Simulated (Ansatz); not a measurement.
HO₂ (SMILES [O]O), doublet, geometry from GFN2-xTB; WB97M-V/cc-pVDZ (Ansatz, a first-principles code).

Here is a job for Ansatz.
Ansatz 0.2 input:
```yaml
crystal:
  periodic: [false, false, false]
  atoms:
    - {symbol: O, position_ang: [-0.50300875, 0.32094818, 0.02100596]}
    - {symbol: O, position_ang: [0.65391542, -0.27519835, -0.02369777]}
    - {symbol: H, position_ang: [-1.20725328, -0.36599861, 0.02153448]}
basis:
  gaussian:
    orbitals: cc-pVDZ
hamiltonian:
  xc: {name: wB97M-V}
magnetization: {spin_polarized: true, initial_magnetization: 1}
accuracy: high
```

### Question
Write the output that Ansatz gives for this input, abridged.

### Answer

```
Functional definition: wB97M-V
637 factors; integrals over basis functions are off by at most 3.5e-9 eV
147 factors; integrals over basis functions are off by at most 2.4e-9 eV
mean field evaluation 1: about -4104.3179 eV, gradient 1.5e1 eV
mean field evaluation 2: about -4104.8795 eV, gradient 1.1e1 eV
mean field evaluation 4: about -4105.2894 eV, gradient 1.2e0 eV
mean field evaluation 8: about -4105.3613 eV, gradient 6.4e-2 eV
mean field evaluation 16: about -4105.3614 eV, gradient 5.8e-5 eV
mean field -4105.36136003 eV, -150.8692472673 hartree, gradient 7.4e-8 eV, S^2 0.752343; 1 other end points of the search recorded, 0 dependent functions left out
reference -4105.36136182 eV, -150.8692473331 hartree; 9, 8 occupied and 24, 25 virtual orbitals, 637 factors
Total energy: -4105.36136182 eV, -150.8692473331 hartree
```
